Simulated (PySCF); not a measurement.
C₂H₄FNOSi. Atoms are numbered in the order given.

```xyz
10

O      2.8829    -1.1996    -0.4389
C      1.9491    -0.5575    -0.1437
N      0.9975     0.1004     0.1720
Si    -0.4176     1.0312     0.4810
C     -1.9454    -0.0841     0.3447
F     -2.0718    -0.5481    -0.9588
H     -0.3451     1.5842     1.8615
H     -0.5038     2.1268    -0.5185
H     -1.8677    -0.9474     1.0308
H     -2.8586     0.4759     0.6219
```

Geometry: B3LYP-D3(BJ)/def2-SVP. This is a generated structure with no PubChem entry under its InChIKey; it may be hypothetical. Other conformers were not sampled.

Method: TDDFT-PBE/def2-SVPD (PySCF).

Vertical excitations. 

Computed excitation energies, oscillator strengths and character:
```json
[
 {"state": "S1", "energy (eV)": "6.50", "λ (nm)": "191", "f": "0.001", "main pairs": "HOMO→LUMO+1 83 %"},
 {"state": "S2", "energy (eV)": "6.61", "λ (nm)": "188", "f": "0.069", "main pairs": "HOMO→LUMO 67 %, HOMO→LUMO+1 12 %"},
 {"state": "S3", "energy (eV)": "6.66", "λ (nm)": "186", "f": "0.003", "main pairs": "HOMO→LUMO+2 46 %, HOMO−1→LUMO 44 %"},
 {"state": "S4", "energy (eV)": "6.75", "λ (nm)": "184", "f": "0.015", "main pairs": "HOMO−1→LUMO 40 %, HOMO→LUMO+2 32 %, HOMO−1→LUMO+1 14 %, HOMO−1→LUMO+2 8 %"},
 {"state": "S5", "energy (eV)": "6.77", "λ (nm)": "183", "f": "0.007", "main pairs": "HOMO−1→LUMO+1 65 %, HOMO→LUMO+2 20 %"},
 {"state": "S6", "energy (eV)": "7.19", "λ (nm)": "173", "f": "0.061", "main pairs": "HOMO−1→LUMO+2 55 %, HOMO−1→LUMO+4 11 %, HOMO→LUMO+3 10 %, HOMO−2→LUMO 9 %"},
 {"state": "S7", "energy (eV)": "7.33", "λ (nm)": "169", "f": "0.001", "main pairs": "HOMO→LUMO+4 43 %, HOMO→LUMO+3 36 %, HOMO−2→LUMO+1 13 %, HOMO−2→LUMO 7 %"},
 {"state": "S8", "energy (eV)": "7.38", "λ (nm)": "168", "f": "0.010", "main pairs": "HOMO→LUMO+4 38 %, HOMO→LUMO+3 31 %, HOMO−2→LUMO 21 %"},
 {"state": "S9", "energy (eV)": "7.49", "λ (nm)": "166", "f": "0.002", "main pairs": "HOMO−2→LUMO+1 65 %, HOMO→LUMO+5 10 %"},
 {"state": "S10", "energy (eV)": "7.53", "λ (nm)": "165", "f": "0.003", "main pairs": "HOMO−2→LUMO 42 %, HOMO−1→LUMO+4 29 %, HOMO→LUMO+5 9 %"},
 {"state": "T1", "energy (eV)": "6.10", "λ (nm)": "203", "f": "0", "main pairs": "HOMO→LUMO 84 %"},
 {"state": "T2", "energy (eV)": "6.21", "λ (nm)": "200", "f": "0", "main pairs": "HOMO→LUMO+1 89 %"},
 {"state": "T3", "energy (eV)": "6.39", "λ (nm)": "194", "f": "0", "main pairs": "HOMO−1→LUMO+1 54 %, HOMO−1→LUMO+2 25 %"},
 {"state": "T4", "energy (eV)": "6.41", "λ (nm)": "193", "f": "0", "main pairs": "HOMO−1→LUMO 52 %, HOMO→LUMO+2 36 %"}
]
```
Triplets are in the Tamm–Dancoff approximation, which puts them higher than full response would, so one can lie above its singlet here.
